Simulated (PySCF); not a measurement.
SnHF, SMILES [F][SnH] (connectivity only; charge and spin as stated), neutral, multiplicity 1. Atoms are numbered in the order given.

```xyz
3

Sn     0.0375     0.2891     0.0000
H     -1.7410     0.4391     0.0000
F     -0.0149    -1.6549     0.0000
```

Geometry optimised at PBE0-D3(BJ)/def2-TZVP. The def2 effective core potentials stand for the cores of Sn; spin–orbit coupling is left out.

Level of theory: C-PCM-B3LYP/def2-TZVPD (PySCF).

The values are the electrostatic part of the solvation free energy, E(continuum) − E(gas) at the gas-phase geometry, in a cavity of scaled van der Waals radii (PySCF's table); cavitation and dispersion terms are not included. A continuum can't describe solvent molecules that bind to the metal. In vacuum the orbital gap is 3.74 eV. The dipole moment in vacuum is 2.85 D.

Computed values in water (ε = 78.36), 1-octanol (ε = 9.86), N,N-dimethylformamide (ε = 37.22):
```csv
solvent,ε,ΔG(elec) (kcal/mol),dipole (D),gap (eV)
water,78.36,-6.1,3.71,4.01
1-octanol,9.86,-5.5,3.61,3.98
"N,N-dimethylformamide",37.22,-6.0,3.69,4.01
```
